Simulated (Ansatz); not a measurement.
Relaxation of CH$_{5}$BO$_{2}$Si (10 atoms, charge 0, multiplicity 1), to a largest force component of 0.015 eV/Å in at most 40 steps.

Method: RKS PBE0-D4/6-31G* (Ansatz).

```xyz
10
Properties=species:S:1:pos:R:3
O -2.063 0.624 -0.208
Si -0.625 -0.001 -0.750
B 0.149 -1.102 0.567
C 1.286 0.149 0.615
O 0.686 1.008 -0.366
H -2.288 1.429 -0.850
H -0.575 -0.488 -2.131
H 0.056 -2.127 1.108
H 2.240 -0.168 0.375
H 1.218 0.623 1.643
```

Where does it end, and by what steps?

The run converged. After 10 steps the energy has fallen by 0.727 eV; H7 moved furthest, 0.28 Å.

```json
{"step": "0", "energy less start (eV)": "0.0000", "largest force component (eV/Å)": "4.166", "accepted": "yes"}
{"step": "1", "energy less start (eV)": "-0.6048", "largest force component (eV/Å)": "1.261", "accepted": "yes"}
{"step": "2", "energy less start (eV)": "-0.7099", "largest force component (eV/Å)": "0.432", "accepted": "yes"}
{"step": "3", "energy less start (eV)": "-0.7191", "largest force component (eV/Å)": "0.207", "accepted": "yes"}
{"step": "4", "energy less start (eV)": "-0.7249", "largest force component (eV/Å)": "0.067", "accepted": "yes"}
{"step": "5", "energy less start (eV)": "-0.7258", "largest force component (eV/Å)": "0.044", "accepted": "yes"}
{"step": "6", "energy less start (eV)": "-0.7263", "largest force component (eV/Å)": "0.034", "accepted": "yes"}
{"step": "7", "energy less start (eV)": "-0.7261", "largest force component (eV/Å)": "0.074", "accepted": "no"}
{"step": "8", "energy less start (eV)": "-0.7267", "largest force component (eV/Å)": "0.015", "accepted": "yes"}
{"step": "9", "energy less start (eV)": "-0.7268", "largest force component (eV/Å)": "0.022", "accepted": "yes"}
{"step": "10", "energy less start (eV)": "-0.7268", "largest force component (eV/Å)": "0.012", "accepted": "yes"}
```

```xyz
10
Properties=species:S:1:pos:R:3
O -2.081 0.721 -0.317
Si -0.641 0.029 -0.764
B 0.215 -1.130 0.640
C 1.247 0.066 0.663
O 0.742 0.927 -0.397
H -2.461 1.364 -0.927
H -0.694 -0.259 -2.230
H 0.202 -2.147 1.263
H 2.286 -0.231 0.450
H 1.269 0.609 1.623
```

The run took 29 s on 1 thread of AMD EPYC 9R45 96-Core Processor (Zen 5) (shared host), peak memory 0.19 GiB.
